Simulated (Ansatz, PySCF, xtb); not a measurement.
Pulling on the C1–Si2 bond in CH4Si (SMILES C=[SiH2]) (multiplicity 1 held, fragments rigid). Energies count from the point at 1.701 Å.
Geometry at that point (charge 0, multiplicity 1):
```
atom    x (Å)    y (Å)    z (Å)
----  -------  -------  -------
C     -1.1507  -0.0547  -0.0063
Si     0.5483   0.0261   0.0030
H     -1.7706   0.8303  -0.0678
H     -1.6844  -0.9947   0.0488
H      1.4000  -1.1728   0.0864
H      1.2833   1.3004  -0.0716
```

R- and RO- levels are restricted; in cc, def2 and unpolarised 6-31G sets they are followed outwards from rest. Unrestricted levels (U-) break spin symmetry where that is lower. Left out are points that failed, MP2 points that dive below the minimum, coupled-cluster points behind a jump of the amplitudes or a sharp parting from full CI or MRCI, small-basis points behind a change of solution, and semi-empirical points at long bonds. Curves can end on different states.

Frozen-core correlation. Rows in 6-31G* carry no dispersion term and start afresh at each structure (6-31G* with six Cartesian d functions).

Programs: Ansatz (Gaussian orbitals); PySCF for 6-31G* rows; xtb for the GFN methods. Values without a source in brackets are computed. The GFN methods have no spin term and hold the electronic entropy of 300 K.

Energies in kcal/mol.

| R (Å) | GFN2-xTB | R-r2SCAN/cc-pV(T+d)Z | U-r2SCAN/cc-pV(T+d)Z | U-B3LYP/6-31G* | R-wB97X-V/cc-pV(T+d)Z | U-SCS-MP2/cc-pV(T+d)Z |
|---|---|---|---|---|---|---|
| 1.361 | ___ | 82.8 | 82.8 | 86.5 | 81.6 | 78.0 |
| 1.531 | 39.3 | 15.5 | 15.5 | 16.9 | 14.6 | 9.0 |
| 1.701 | 0.0 | 0.0 | 0.0 | 0.0 | 0.0 | 0.0 |
| 1.871 | 4.8 | 8.8 | 8.8 | 8.0 | 10.4 | 14.4 |
| 2.041 | 24.1 | 28.1 | 26.4 | 26.7 | 31.9 | 33.1 |
| 2.296 | 58.7 | 62.5 | 54.9 | 56.9 | 70.8 | 64.5 |
| 2.551 | 90.8 | 95.4 | 80.5 | 83.3 | 109.0 | 95.9 |
| 2.977 | ___ | 139.0 | 109.8 | 113.9 | 162.7 | 122.2 |
| 3.402 | 122.8 | 168.8 | 122.1 | 130.8 | 204.1 | 129.9 |
| 3.912 | ___ | 190.7 | 127.1 | 128.1 | 238.7 | 132.4 |
| 4.592 | left out | 205.7 | 128.2 | 127.9 | 268.9 | 133.2 |
| 5.443 | 124.7 | 213.0 | 128.2 | 127.6 | 291.2 | 133.4 |

Some entries are withheld; supply them.


- 3.912, GFN2-xTB: 123.9
- 2.977, GFN2-xTB: 121.0
- 1.361, GFN2-xTB: 202.1

Doubts at one or more of the structures used: a restricted determinant that unrestricted orbitals would lower (R-r2SCAN/cc-pV(T+d)Z, R-wB97X-V/cc-pV(T+d)Z); a spin-contaminated determinant (U-r2SCAN/cc-pV(T+d)Z, U-B3LYP/6-31G*, U-SCS-MP2/cc-pV(T+d)Z).

Ansatz is a quantum-chemistry and plane-wave program.
